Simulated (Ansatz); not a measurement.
Molecule: TlCl, net charge 0, singlet state. 
Structure (B3LYP-D3(BJ)/def2-TZVP (Ansatz, a first-principles code) minimum search):
SMILES: [Cl][Tl]
```xyz
2

Tl     0.0000     0.0000    -0.4393
Cl     0.0000     0.0000     2.0929
```

Basis-set convergence of Hartree-Fock and CCSD correlation energies (hartree) with Ansatz. Cores are frozen in the correlated levels unless marked. No spin-orbit coupling. Frozen are the shells of the preceding noble gas and the d and f shells that filled before the atom's block. In def2 rows, elements after Kr have scalar-relativistic effective core potentials.

```tsv
basis	functions	E(HF)	E(corr, CCSD)
def2-SVPD	59	-630.95861	-0.19854
def2-TZVPPD	107	-631.10929	-0.25357
def2-QZVPPD	167	-631.12213	-0.27359
```

Extrapolating the two largest sets (X = 3 and 4) as X^-3: E(corr) = (64·(-0.27359) - 27·(-0.25357))/37 = -0.2882 Eh, an estimate of the basis-set limit. The largest set recovers 94.9 % of it, the smallest 68.9 %.
